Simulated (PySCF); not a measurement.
## Molecular orbitals of InPb⁺

r²SCAN at R = 3.326 Å; PySCF, scalar-relativistic core potentials, basis sets In cc-pVDZ-PP with ECP28, Pb cc-pVDZ-PP with ECP60. State: ³Π (triplet), unpaired electrons σ ↑, π ↑. Only the outer orbitals are listed, counted within each symmetry, core potentials removing the inner ones.

```csv
spin,orbital,occ.,ε (eV),on In (%),main shells (%)
α,7σ,1,-18.02,4,95 Pb s
α,8σ,1,-13.94,90,90 In s
α,9σ,1,-9.63,40,"59 Pb p, 34 In p"
α,5π,1,-9.09,11,"88 Pb p, 10 In p"
α,5π,0,-8.62,15,"84 Pb p, 14 In p"
α,6π,0,-6.97,89,"88 In p, 11 Pb p"
α,6π,0,-6.86,85,"85 In p, 15 Pb p"
β,7σ,1,-16.81,5,95 Pb s
β,8σ,1,-13.46,93,93 In s
β,5π,0,-7.93,24,"76 Pb p, 23 In p"
β,9σ,0,-7.84,46,"53 Pb p, 42 In p"
β,5π,0,-7.29,52,"51 In p, 48 Pb p"
```

Task: Which are the highest filled and the lowest empty level, where do they sit, and how wide is the gap?

Result: Highest filled α 5π at -9.09 eV (in %: 88 Pb p, 10 In p); lowest empty α 5π at -8.62 eV (in %: 84 Pb p, 14 In p); the gap at r²SCAN is 0.47 eV. Both belong to one degenerate shell, split only by its one-sided filling, so this is no excitation gap.

| Quantity | Value |
| --- | --- |
| bond order (Mayer) | 0.72 |
| ⟨S²⟩ | 2.010 |
| charge on In (Mulliken, basis-dependent) | 0.57 |
| charge on In (Löwdin, basis-dependent) | 0.53 |
| dipole moment (positive dipole points towards Pb; it is taken about the centre of mass and depends on that origin) | -3.11 D |

Spin–orbit coupling is left out, which matters for elements this heavy, above all for dissociation energies. The state was picked by a PBE0 search and need not be the measured ground state.
